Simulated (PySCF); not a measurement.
An unknown is described by computed data only.

Elements present: C, H, O and P. Monoisotopic mass: 156.0340 u.

| Property | Result |
| --- | --- |
| 1H NMR | chemical shifts (computed TMS as zero) by class: 7.66 (1 H), 7.62 (1 H), 6.71 (1 H), 2.06 (1 H), 1.99 (1 H), 1.19 (3 H), 1.09 (1 H) ppm [GIAO PBE0/pcSseg-1] |
| Valence photoelectron | vertical ionisation energy: 8.73 eV [ΔSCF CAM-B3LYP/def2-SVPD] |
| NMR, other nuclei | isotropic shieldings of nuclei other than C and H, by class: 30 (1 O), 311 (1 O), 390 (1 P) ppm [GIAO PBE0/pcSseg-1] |
| Rotational structure | rotational constants A, B, C: 1.949, 0.949, 0.730 GHz [PBE0-D3(BJ)/def2-SVP] |
| 13C NMR | chemical shifts (computed TMS as zero) by class: 152.1 (1 C), 147.5 (1 C), 133.7 (1 C), 118.0 (1 C), 21.2 (1 C), 18.7 (1 C), 13.8 (1 C) ppm [GIAO PBE0/pcSseg-1] |
| Triplet | lowest triplet excitation (Tamm–Dancoff): 3.76 eV [TDA CAM-B3LYP/def2-SVPD] |

Electronic properties: PySCF, gas phase, density fitting. Levels stand in brackets. NMR shifts are as computed; neighbouring signals can stand in another order in a measured spectrum. Geometry: PBE0-D3(BJ)/def2-SVP, one conformer, isolated molecule. NMR values are class means; diastereotopic atoms form classes of their own.

Question: Which formula fits the mass and the elements?

Answer: C7H9O2P (calculated 156.0340). No other formula that holds each of these elements comes within 0.0003 u with a fitting electron parity and a possible valence count.

Question: Propose a structure and show how it fits.

Answer: Numbering: `[CH3:1][C@@H:2]1[CH2:3][P@:4]1(=[O:5])[c:6]1[cH:7][cH:8][cH:9][o:10]1`. 7 carbons fall into 7 classes; from least to most shielded: aromatic CH next to a ring oxygen [C9] (152.1 ppm), substituted aromatic carbon [C6] (147.5 ppm), aromatic CH carbon [C7] (133.7 ppm), aromatic CH carbon [C8] (118.0 ppm), ring sp3 carbon bound to phosphorus [C2] (21.2 ppm), ring sp3 carbon bound to phosphorus [C3] (18.7 ppm), methyl carbon [C1] (13.8 ppm). Hydrogen classes from least to most shielded: 1 H on an aromatic CH carbon, C7 (7.66 ppm), 1 H on an aromatic CH next to a ring oxygen, C9 (7.62 ppm), 1 H on an aromatic CH carbon, C8 (6.71 ppm), 1 H on an sp3 carbon bound to phosphorus, C3 (2.06 ppm), 1 H on an sp3 carbon bound to phosphorus, C2 (1.99 ppm), 3 H on a methyl carbon, C1 (1.19 ppm), 1 H on an sp3 carbon bound to phosphorus, C3 (1.09 ppm). The other shieldings belong to: 30 ppm, furan-type oxygen [O10]; 311 ppm, phosphoryl oxygen [O5]; 390 ppm, phosphoryl phosphorus [P4]. The optimised geometry has point group C1 and is an asymmetric top. Structure: `C[C@@H]1C[P@]1(=O)c1ccco1`. Computed isomers that give other values at the same levels: `C[C@@H]1C[P@@]1(=O)c1ccoc1` (13C chemical shifts (computed TMS as zero) by class: 158.0 (1 C), 148.7 (1 C), 120.4 (1 C), 113.2 (1 C), 20.4 (1 C), 19.4 (1 C), 13.9 (1 C) ppm); `C[P@](=O)(O)c1ccccc1` (rotational constant A: 2.376 GHz; this holds for the one conformer computed); `C#CP(CC=C)C(=O)OC` (smallest rotational constant: 0.544 GHz; this holds for the one conformer computed). The assignments are read from this structure; whether some other isomer fits the data as well wasn't checked. The mirror image fits equally.

The values belong to the conformer `[CH3:1][C@@H:2]1[CH2:3][P@:4]1(=[O:5])[c:6]1[cH:7][cH:8][cH:9][o:10]1`: C3–P4–C6–C7 162°.
